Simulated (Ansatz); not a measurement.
Several settings on one geometry of (HBe-mu-H)2 (Be₂H₄) (that of the charge 0 singlet, PBE-D4/def2-TZVP). Ansatz on 4 threads of Arm Neoverse V2 on a shared host; times are rough.

```xyz
6

Be   -0.458    0.894    0.084
H    -1.064    2.083    0.200
H    -0.967   -0.502    0.082
Be    0.458   -0.894   -0.086
H     1.065   -2.083   -0.195
H     0.966    0.503   -0.086
```

Totals from different functionals, basis sets or treatments of relativity can't be compared as stabilities.

Correlated methods freeze no core orbitals.

The spins typed aren't always the lowest for that charge.

(1) Give the basis size and estimate the energy, ⟨S²⟩, dipole and time of these runs.

| run | method | charge | state | further keys |
| --- | --- | --- | --- | --- |
| 1 | UKS B2PLYP/def2-mTZVPP | 0 | triplet | final_grid: {core_spheres: 20, valence_spheres: 16, degree: 47}; forces asked |
| 2 | ROKS ωB97X/def2-mTZVPP | 0 | triplet | fitting: {mean_field: def2-universal-jkfit}; forces asked |
| 3 | RKS CAM-B3LYP-D4/def2-mTZVPP | 0 | singlet | accuracy: high; scf: {omitted_lower_state_checks: [starts]}; forces asked |

Results:

(1) 
```
run  functions  energy (Eh)  ⟨S²⟩  dipole (D)  wall time
  1         42     -31.6073  2.00        3.08      1.9 s
  2         42     -31.6426     –        4.38      1.4 s
  3         42     -31.8242     –        0.01     0.65 s
```
